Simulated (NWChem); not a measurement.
System: C2H4FNOSi; SMILES [SiH2](F)/N=C/C=O

```xyz
10

O     -0.5128    -3.2472     0.0000
C      0.2762    -2.3274     0.0000
C     -0.1619    -0.8893     0.0000
N      0.7134     0.0326     0.0000
Si     0.4481     1.7529     0.0000
F     -1.1241     2.1265     0.0000
H      1.3764    -2.4689     0.0000
H     -1.2518    -0.7363     0.0000
H      1.0708     2.2881    -1.2304
H      1.0708     2.2881     1.2304
```
Atoms are numbered in this order, from 1.

All runs: NWChem. Pople sets run with spherical d functions. Medium grid unless said otherwise, to which SCAN and Minnesota functionals are sensitive. The geometry was optimised at B3LYP/6-31G* (spherical d).

Task: Order these by “orbital gap (eV)”, lowest first: PBE/6-31G*; M06/6-31G*; B3LYP/6-31G*; r2SCAN/6-31G*.

Result: PBE/6-31G* (2.27), r2SCAN/6-31G* (2.68), B3LYP/6-31G* (4.44), M06/6-31G* (5.01)
